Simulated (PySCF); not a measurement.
## Computed data sheet: `C[Se]c1ccccc1`

Species: C7H8Se.
Z-matrix (Å and degrees, PBE0-D3(BJ)/def2-SVP geometry), rows numbered from 1:
```
C 
Se  1  1.9339
C   2  1.9024  1  100.41
C   3  1.4020  2  116.86  1  -179.68
C   4  1.3908  3  120.34  2   179.99
C   5  1.3957  4  120.40  3     0.00
C   6  1.3923  5  119.29  4     0.02
C   7  1.3952  6  120.72  5    -0.01
H   1  1.0985  2  111.16  3   -61.94
H   1  1.0983  2  105.80  3   179.87
H   1  1.0984  2  111.14  3    61.64
H   4  1.0936  3  119.93  2     0.02
H   5  1.0928  4  119.43  3  -179.99
H   6  1.0921  5  120.34  4  -180.00
H   7  1.0930  6  120.07  5   179.97
H   8  1.0909  3  120.83  2     0.03
```

Among its groups: benzene ring and selenium bound to carbon.

PBE0-D3(BJ)/def2-SVP geometry optimisation, gas phase (PySCF):

```yaml
Point_group: Cs
Rotational_constants_A_B_C: 3.701, 0.860, 0.701 GHz
```

**B3LYP/def2-SVPD ground state, ΔSCF and vertical TDDFT (core frozen in the response) (PySCF)**

```yaml
Dipole_moment: 1.21 D
HOMO_energy: -5.72 eV
LUMO_energy: -0.58 eV
HOMO–LUMO_gap: 5.14 eV
Lowest_singlet_excitation: 4.39 eV (282 nm, f = 0.010)
Strongest_line_among_the_10_lowest_singlet_transitions: S3 at 4.75 eV (261 nm, f = 0.234)
Lowest_triplet_excitation_Tamm–Dancoff: 3.68 eV
Static_isotropic_polarisability: 112.9 au
Vertical_ionisation_energy: 7.68 eV
Electronic_spatial_extent_⟨r²⟩_about_the_centre_of_nuclear_charge: 1521 bohr²
```

PBE0/pcSseg-1 ground state and GIAO shieldings, non-relativistic (PySCF):

```yaml
Lowest_Hirshfeld_atomic_charge: -0.13 e on C1
Highest_Hirshfeld_atomic_charge: +0.06 e on Se2
13C_chemical_shifts_computed_TMS_as_zero_by_class: 148.9 (C3), 134.3 (C5/C7), 130.5 (C4/C8), 129.0 (C6), 12.4 (C1) ppm
1H_chemical_shifts_computed_TMS_as_zero_by_class: 7.36 (H13/H15), 7.15 (H14), 7.12 (H12/H16), 2.10 (H9/H10/H11) ppm
Isotropic_shieldings_of_nuclei_other_than_C_and_H_by_class: 1575 (Se2) ppm
Mayer_bond_orders_between_heavy_atoms: C1–Se2 1.05, Se2–C3 1.05, C3–C4 1.34, C4–C5 1.47, C5–C6 1.41, C6–C7 1.44, C7–C8 1.44, C8–C3 1.37
```

**B3LYP/pcJ-1 Se:pcSseg-1 indirect spin-spin coupling, non-relativistic, gas phase; spin–dipole term left out (PySCF)**

```yaml
Largest_of_the_computed_one-bond_spin–spin_couplings_means_over_like_bonds: 13C–1H +168.4 (C6–H14), 13C–1H +167.4 (C4–H12 and 1 like it), 13C–1H +166.4 (C5–H13 and 1 like it), 13C–1H +148.9 (C1–H9 and 2 like it), 13C–13C +64.8 (C3–C4 and 1 like it), 13C–13C +63.4 (C4–C5 and 1 like it), 13C–13C +62.5 (C5–C6 and 1 like it) Hz
```

Monoisotopic mass from the formula: 171.9791 u.

A dipole of 1.21 D is allowed in Cs, and pure rotational transitions are dipole-allowed. The largest Löwdin shares of the LUMO are 0.22 on C7, 0.21 on C4, 0.14 on C5 and 0.12 on C8. The vertical singlet–triplet gap S1 − T1 is 0.71 eV (TDDFT singlet less Tamm–Dancoff triplet; S1: HOMO→LUMO, weight 0.89; T1: HOMO→LUMO+1, weight 0.60). In wavenumbers S1 is 35400 cm⁻¹ (1 eV = 8065.54 cm⁻¹). The largest Löwdin shares of the HOMO are 0.53 on Se2, 0.11 on C3, 0.09 on C6 and 0.07 on C1. In atomic units the dipole is 0.48 e·bohr (1 au = 2.5417 D). The ΔSCF ionisation energy exceeds −ε(HOMO) by 1.96 eV with B3LYP.

One conformer (not necessarily the lowest) at the PBE0-D3(BJ)/def2-SVP geometry, without solvent or vibrations. Relativistic effects, spin–orbit coupling among them, are left out although an element past zinc is present. Atoms bound to Se lack the heavy atom's spin–orbit term in their shielding, so their NMR values are less reliable. NMR classes are plain means over equivalent atoms (diastereotopic ones count apart unless rotation or inversion swaps them), as if these changed places fast; in this geometry the members of some classes differ.

For the geometry optimisation (PBE0-D3(BJ)/def2-SVP), on an Arm Neoverse V1 with one thread, shared host, this took 1.9 min.
